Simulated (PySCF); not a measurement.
Compound: In(CH2SiH3)3, C₃H₁₅InSi₃.
Bonds: In1–C2, In1–C9, In1–C16, C2–Si3, C9–Si10, C16–Si17. Hydrogens: H4, H5 on C2; H6, H7, H8 on Si3; H11, H12 on C9; H13, H14, H15 on Si10; H18, H19 on C16; H20, H21, H22 on Si17.

Computed by this run: PySCF, PBE0-D3(BJ)/def2-SVP geometry optimisation, gas phase, def2 core potentials past Kr; density fitting, grid level 1; the optimiser is geomeTRIC in internal coordinates, started from a GFN2-xTB structure with every atom displaced at random (about 0.03 Å).

Step 0: E = -32137.8106 eV
```
atom  x, y, z in Å  |  force x, y, z in eV/Å
In1     0.0904   -0.1984    0.3451   -0.935   1.294   0.390
C2      2.2748   -0.1385    0.3597    0.223   0.777   0.275
Si3     2.9082    0.4126   -1.3328    2.199  -0.183   1.617
H4      2.7110    0.5573    1.1510   -0.687  -0.631  -0.765
H5      2.6074   -1.1554    0.5906    0.183  -0.221  -0.009
H6      2.4701   -0.4758   -2.3681   -0.479  -0.727  -0.967
H7      2.5409    1.7819   -1.6096   -0.469   0.896  -0.264
H8      4.4870    0.4247   -1.3341   -1.122  -0.096  -0.092
C9     -1.1006    1.8481    0.2779    0.610  -1.808  -0.079
Si10   -1.5021    2.4676    1.9761   -0.496  -0.340  -1.134
H11    -0.4995    2.5270   -0.3085    0.634   0.570  -0.201
H12    -1.9860    1.6512   -0.3361   -0.343  -0.173   0.095
H13    -2.3924    1.5123    2.6450   -0.185  -0.449   0.447
H14    -0.2938    2.7083    2.7173    0.944   0.111   0.762
H15    -2.2553    3.7087    1.8951   -0.410   0.859   0.092
C16    -1.1276   -2.0251    0.4122    0.772  -0.107  -1.195
Si17   -1.5177   -2.5951   -1.3716   -1.341  -0.579   1.257
H18    -0.5480   -2.7880    0.9364    0.316  -0.310   0.019
H19    -2.0413   -1.9127    0.9735   -0.745   0.428   0.306
H20    -2.4234   -1.5859   -2.0222    0.174  -0.079  -0.035
H21    -0.3248   -2.8080   -2.1588    0.903   0.081  -0.547
H22    -2.2410   -3.9618   -1.3950    0.258   0.687   0.029
```

Step 1: E = -32138.3432 eV
```
atom  x, y, z in Å  |  force x, y, z in eV/Å
In1     0.0474   -0.1339    0.3512    0.073  -0.097   0.220
C2      2.2156   -0.0991    0.3691   -0.002  -0.223  -0.252
Si3     2.8954    0.4213   -1.3006    0.143  -0.034   0.226
H4      2.5901    0.5943    1.1358   -0.091   0.093   0.096
H5      2.5617   -1.1145    0.6222    0.075   0.032  -0.024
H6      2.4343   -0.5201   -2.3719   -0.043   0.072  -0.024
H7      2.4615    1.8167   -1.6303   -0.103  -0.047  -0.058
H8      4.3905    0.4343   -1.3141    0.071  -0.036  -0.050
C9     -1.0338    1.7187    0.2329    0.022   0.066  -0.288
Si10   -1.4645    2.3742    1.9227   -0.245   0.268  -0.153
H11    -0.3989    2.4097   -0.3473   -0.060   0.122   0.151
H12    -1.9302    1.4979   -0.3707   -0.087   0.104   0.128
H13    -2.3391    1.3919    2.6468    0.115  -0.012   0.033
H14    -0.2185    2.6137    2.7228   -0.046  -0.053   0.026
H15    -2.2341    3.6663    1.8718    0.085  -0.054   0.047
C16    -1.1340   -1.9472    0.4092    0.172  -0.279  -0.103
Si17   -1.5156   -2.5412   -1.3283   -0.027  -0.136   0.215
H18    -0.5512   -2.7175    0.9433   -0.044  -0.008  -0.044
H19    -2.0744   -1.7851    0.9604    0.025   0.119  -0.012
H20    -2.3760   -1.5343   -2.0221    0.027   0.033  -0.096
H21    -0.2530   -2.7390   -2.1123   -0.008   0.093  -0.020
H22    -2.2372   -3.8521   -1.3476   -0.053  -0.023  -0.017
```

Problem. Estimate the geometry and energy of step 2. (The exact step hangs on the optimiser's Hessian estimate; all steps are aligned on step 1, rigid shifts and turns removed.)

Solution. E = -32138.3793 eV, largest force 0.377 eV/Å
```
atom  x, y, z in Å  |  force x, y, z in eV/Å
In1     0.0541   -0.1413    0.3575   -0.228   0.290   0.076
C2      2.2261   -0.1280    0.3604    0.004  -0.153  -0.149
Si3     2.9159    0.3980   -1.2986   -0.055   0.031   0.001
H4      2.5841    0.5658    1.1351   -0.029   0.070   0.086
H5      2.5814   -1.1418    0.6080    0.005   0.028   0.019
H6      2.4401   -0.5317   -2.3789    0.010   0.068   0.033
H7      2.4506    1.7860   -1.6329   -0.014  -0.069  -0.020
H8      4.4100    0.4129   -1.3340    0.067  -0.021  -0.007
C9     -1.0573    1.7585    0.2445    0.215  -0.260  -0.107
Si10   -1.4950    2.4266    1.9299   -0.051   0.073   0.007
H11    -0.4307    2.4718   -0.3186   -0.042   0.003   0.069
H12    -1.9675    1.5538   -0.3439   -0.010   0.033   0.039
H13    -2.3470    1.4354    2.6687    0.050   0.015   0.013
H14    -0.2477    2.6553    2.7359   -0.062  -0.016  -0.007
H15    -2.2582    3.7217    1.8980    0.059  -0.060  -0.011
C16    -1.1094   -1.9782    0.3960    0.075  -0.097  -0.007
Si17   -1.5068   -2.5699   -1.3331    0.054  -0.015  -0.007
H18    -0.5265   -2.7539    0.9217   -0.027   0.032  -0.002
H19    -2.0464   -1.8052    0.9523    0.056   0.040  -0.006
H20    -2.3561   -1.5568   -2.0368    0.012   0.007  -0.040
H21    -0.2425   -2.7478   -2.1254   -0.056   0.031   0.014
H22    -2.2353   -3.8763   -1.3628   -0.033  -0.031   0.006
```

The energy changes by -0.0361 eV. The first-order estimate −F·Δx gives -0.0763 eV and the mean of the old and new forces, exact on a quadratic surface, -0.0373 eV. The step makes an angle of 67° with the force vector and moves no atom by more than 0.075 Å.

The cost below is that of the whole optimisation. On Intel Xeon at 2.50 GHz, one thread, shared host with 64 logical CPUs at a one-minute load of 63, this took 8.3 min wall and 1.1 GiB of memory at its peak.
